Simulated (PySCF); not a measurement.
Electronic structure of Ti⁺ (titanium, charge +1) at the r2SCANh level

Configuration: [Ar] 3d3, high-spin 4F determinant (an excited configuration). Computed with PySCF 2.14 in aug-cc-pVQZ-DK (9s8p6d4f3g2h, 140 functions), with scalar relativity by spin-free X2C-1e.

* Total energy: -853.435 hartree
* One-electron energy: -1166.422 hartree
* Hartree (Coulomb) energy: 355.360 hartree
* Exchange-correlation energy: -42.374 hartree
* ⟨S²⟩: 3.7514
* ⟨L²⟩: 12.021
* Sum of ⟨r⟩: 16.15 bohr
* Sum of ⟨r²⟩: 22.78 bohr²
* Langevin diamagnetic susceptibility: -18.0 ×10⁻⁶ cm³/mol
* Time after the integrals: about 12 core-seconds

```
shell  electrons  mean orbital energy (eV)  rms radius, mean of both spins (bohr)
 1s β          1                   -4901.6                                 0.0804
 1s α          1                   -4901.6                                 0.0804
 2s α          1                   -550.55                                  0.352
 2s β          1                   -549.70                                  0.352
 2p α          3                   -454.58                                  0.321
 2p β          3                   -453.89                                  0.321
 3s α          1                   -69.467                                   1.09
 3s β          1                   -66.701                                   1.09
 3p α          3                   -44.563                                   1.20
 3p β          3                   -41.553                                   1.20
 3d α          3                    -9.647                                   1.90
```

Densities and radii are taken from the X2C orbitals without a picture-change correction, which distorts them close to the nucleus.
